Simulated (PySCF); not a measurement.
PySCF job for Si(H)(NH2)3 (H₇N₃Si), SMILES N[SiH](N)N, SMD-B3LYP/def2-SVP. The structure is a stationary point at PBE0-D3(BJ)/def2-SVP. The values are those of a single conformer.

```python
import numpy as np
from pyscf import gto, scf, dft
from pyscf.solvent import smd

mol = gto.M(
    atom='''
    Si    0.33635505   -0.07846894    0.00000000
    N    -0.23099456   -0.67960456   -1.52035754
    N    -0.23099456   -0.67960456    1.52035754
    N    -0.15640444    1.57310187    0.00000000
    H     1.78916113   -0.44565931   -0.00000000
    H     0.16557607   -1.52826962   -1.90610519
    H    -1.20493118   -0.57698369   -1.78325988
    H     0.16557607   -1.52826962    1.90610519
    H    -1.20493118   -0.57698369    1.78325988
    H    -0.04533333    2.12874094   -0.83941980
    H    -0.04533333    2.12874095    0.83941979
    ''',
    basis='def2-SVP',
    charge=0,
    spin=0,
    max_memory=1600,
    verbose=3,
)
mf = dft.RKS(mol, xc='b3lyp').density_fit(auxbasis='def2-universal-jkfit')
mf.grids.level = 3
mf.conv_tol = 1e-9
mf.max_cycle = 100
mf.kernel()
res = {}
for name in ['water', 'diethylether', 'ethylethanoate']:
    s = mf.SMD()
    s.with_solvent.solvent, s.with_solvent.sasa_ng = name, 194
    s.kernel(mf.make_rdm1())
    res[name] = (s.e_tot, s.with_solvent.get_cds(), s.dip_moment(), s.mo_energy, s.converged)
    print(f'SMD {name}: dG(solv) = {(s.e_tot - mf.e_tot) * 627.509474:.3f} kcal/mol, of which CDS {res[name][1] * 627.509474:.3f}')
```

Program output:

```
converged SCF energy = -457.84801495812
converged SCF energy = -457.852082564925
Dipole moment(X, Y, Z, Debye): -1.42792, -0.67544, -0.00000
SMD water: dG(solv) = -2.552 kcal/mol, of which CDS 4.595
converged SCF energy = -457.852905469875
Dipole moment(X, Y, Z, Debye): -1.31216, -0.62126, -0.00000
SMD diethylether: dG(solv) = -3.069 kcal/mol, of which CDS 1.741
converged SCF energy = -457.853167349493
Dipole moment(X, Y, Z, Debye): -1.34387, -0.63540, -0.00000
SMD ethylethanoate: dG(solv) = -3.233 kcal/mol, of which CDS 2.229
```

The run converged.
